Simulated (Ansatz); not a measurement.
Reaction (ligand exchange at the Si–C bond): `NC(S)C[SiH3]` + `O[SiH2]S` → `[SiH3]O[SiH2]S` + `CC(N)S`

Program: Ansatz. Geometries: PBE0-D4/def2-TZVP. ΔE: electronic, gas phase. CBS: MP2 limit from def2 TZ/QZ plus the TZ coupled-cluster correction, frozen cores. DFT in def2-TZVPP. HSE06 is defined as in plane-wave codes. One conformer a species, not always the lowest.

`NC(S)C[SiH3]`:

```xyz
14

N    -1.684   -1.196   -0.645
C    -0.448   -0.447   -0.594
S     0.958   -1.582   -0.815
C    -0.195    0.349    0.687
Si    1.373    1.400    0.696
H    -2.477   -0.570   -0.549
H    -1.719   -1.865    0.116
H    -0.449    0.244   -1.442
H     0.504   -2.132   -1.952
H    -0.177   -0.332    1.546
H    -1.045    1.023    0.841
H     1.264    2.417    1.778
H     2.589    0.585    0.939
H     1.505    2.107   -0.607
```

`O[SiH2]S`:

Z-matrix (Å, degrees):
```
Si
S 1 2.133
O 1 1.642 2 113.5
H 1 1.478 2 111.7 3 117.8
H 1 1.484 2 102.9 3 -122.0
H 2 1.344 1 94.6 3 -65.2
H 3 0.959 1 117.2 2 -51.2
```

`[SiH3]O[SiH2]S`:

Z-matrix (Å, degrees):
```
Si
O 1 1.643
H 1 1.482 2 107.4
H 1 1.485 2 110.2 3 -119.4
H 1 1.485 2 110.5 3 119.7
Si 2 1.631 1 140.8 3 -169.8
S 6 2.132 2 112.7 1 -29.6
H 6 1.481 2 110.5 1 86.5
H 6 1.479 2 107.1 1 -151.4
H 7 1.344 6 94.5 2 -71.4
```

`CC(N)S`:

Cartesian coordinates in Å:
```
C -0.069 -0.574 0.914
C 0.371 0.192 -0.321
N -0.308 -0.160 -1.547
S 0.098 1.993 -0.139
H 0.509 -0.290 1.797
H -1.126 -0.391 1.121
H 0.074 -1.647 0.750
H 1.440 0.037 -0.488
H -1.313 -0.131 -1.418
H -0.052 -1.094 -1.842
H 0.377 2.066 1.173
```

CCSD(T)/CBS gives -25.6 kcal/mol.

Task: Another level gave -25.2 kcal/mol. Which?
A. HSE06-D4/def2-TZVPP
B. CAM-B3LYP/def2-TZVPP
C. ωB97X-V/def2-TZVPP
D. LDA (SPW92)/def2-TZVPP

Result: C. ωB97X-V -25.2, HSE06-D4 -23.2, LDA (SPW92) -20.7, CAM-B3LYP -27.4 kcal/mol.

Largest T1 diagnostic among the species: 0.011.

From BLYP to BHLYP (50 % exact exchange), in def2-TZVPP and without D4, ΔE moves by −2.9 kcal/mol. In def2-TZVPP, CCSD(T) changes the Hartree–Fock value by +6.7 kcal/mol (the triples alone add +1.0 kcal/mol) and MP2 by +6.7 kcal/mol. Leaving LDA and LC-ωPBE aside and taking each functional with its dispersion term where it has one, the values, not all of them listed here, spread over 7.1 kcal/mol, from BHLYP-D4 to revPBE-D4. LDA lies +1.3 kcal/mol from PBE without D4.
